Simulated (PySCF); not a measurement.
C₆H₅F₃.
InChI=1S/C6H5F3/c1-3-4(2)5(7)6(8)9/h1,4H,2H3/t4-/m0/s1

Torsions of this conformer, `[CH:1]#[C:2][C@H:3]([CH3:4])[C:5]([F:6])=[C:7]([F:8])[F:9]`: C2–C3–C5–F6 -131°.

The closed-shell ground state was solved at several levels (PySCF, density fitting, gas phase, non-relativistic). The structure is a single GFN2-xTB conformer in the gas phase; no vibrational or solvent corrections.

```
          level  basis functions  HOMO (eV)  LUMO (eV)  gap (eV)  dipole (D)
B3LYP/def2-SVPD              229      -7.24      -0.13      7.11        1.90
 PBE0/def2-SVPD              229      -7.43       0.16      7.59        1.89
```

(1) Estimate the row for PBE0/pcSseg-1, a basis of 178 functions; the other rows only guide the guess.

(2) Over all these levels, which gives the widest orbital gap and which the narrowest?

(3) How far do the dipole and the HOMO energy spread over the levels?

Results:

(1) HOMO -7.32 eV, LUMO 0.29 eV, gap 7.61 eV, dipole 1.81 D.

(2) PBE0/pcSseg-1 (global hybrid, 25 % exact exchange) has the widest, 7.61 eV, and B3LYP/def2-SVPD (global hybrid, 20 % exact exchange) the narrowest, 7.11 eV. Functional and basis both differ between the two, so the spread mixes both effects.

(3) The dipole runs from 1.81 to 1.90 D (mean 1.87 D) and the HOMO from -7.43 to -7.24 eV.
